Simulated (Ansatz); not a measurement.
Computed with Ansatz on PBE0-D4/def2-TZVP structures; ΔE is electronic, products minus reactants. CCSD(T)/CBS adds triple-zeta CCSD(T) − MP2 to the extrapolated MP2 energy (def2 sets, frozen cores). This one scheme is used for every species. DFT in def2-TZVPP. Each species was taken in one conformer, which may not be the lowest.

Reaction (formal exchange of groups at a C–O bond): `FCC(F)C(F)(F)OC(F)F` + CH₄ → `CC(F)(F)C(F)CF` + `OC(F)F`

`FCC(F)C(F)(F)OC(F)F`:

Z-matrix (Å, degrees):
```
C
C 1 1.507
F 1 1.374 2 109.0
H 1 1.092 2 110.3 3 -119.4
H 1 1.093 2 110.1 3 119.3
C 2 1.528 1 112.3 3 -166.3
F 2 1.376 1 110.3 3 73.3
H 2 1.094 1 110.3 3 -46.1
O 6 1.374 2 115.5 1 -52.7
F 6 1.337 2 108.6 1 65.5
F 6 1.347 2 109.1 1 -177.2
C 9 1.379 6 119.0 2 -70.6
F 12 1.334 9 107.0 6 -138.7
F 12 1.344 9 109.0 6 105.4
H 12 1.090 9 113.3 6 -16.9
```

CH₄:

```xyz
5

C     0.000    0.000    0.000
H    -0.225   -0.129    1.058
H     0.625   -0.825   -0.342
H     0.529    0.941   -0.146
H    -0.929    0.013   -0.570
```

`CC(F)(F)C(F)CF`:

Cartesian coordinates in Å:
```
C 1.385 0.866 -0.331
C -0.050 0.983 0.091
F -0.126 1.190 1.440
F -0.605 2.076 -0.496
C -0.946 -0.213 -0.227
F -0.939 -0.403 -1.590
C -0.513 -1.480 0.463
F -1.510 -2.422 0.359
H 1.879 0.060 0.213
H 1.892 1.805 -0.112
H 1.438 0.665 -1.401
H -1.966 0.044 0.076
H -0.326 -1.286 1.523
H 0.387 -1.884 -0.008
```

`OC(F)F`:

```xyz
6

O     0.800    0.374   -0.637
C    -0.148   -0.303    0.037
F    -1.372    0.252   -0.140
F     0.078   -0.273    1.373
H     0.810    1.288   -0.328
H    -0.167   -1.338   -0.305
```

| level | ΔE (kJ/mol) |
| --- | --- |
| BHLYP-D4 | -26.1 |
| PBE | -32.0 |

Question: What does CCSD(T)/CBS give? (Best estimate.)

Answer: Computed: -32.9 kJ/mol. The listed levels differ from it by 6.8, 0.9 kJ/mol.

Largest T1 diagnostic among the species: 0.012.

The D4 term adds +5.0 kJ/mol with B3LYP and +3.2 kJ/mol with PBE0; it sums over pairs of atoms, weighted by their polarisabilities, and B3LYP, whose exchange is more repulsive, gets the larger term. Leaving LDA and LC-ωPBE aside and taking each functional with its dispersion term where it has one, the values, not all of them listed here, spread over 10.0 kJ/mol, from B2PLYP to B97M-V. LDA lies +7.9 kJ/mol from PBE without D4. At CCSD(T), def2-SVP lies +21.5 kJ/mol from the extrapolated value and def2-TZVPP +5.5 kJ/mol.

CCSD(T)/CBS has its own doubt, a few kJ/mol and more with outer-core shells, so smaller differences from it don't rank the levels.

B3LYP here is the variant with VWN-RPA as its local correlation; programs differ in this.
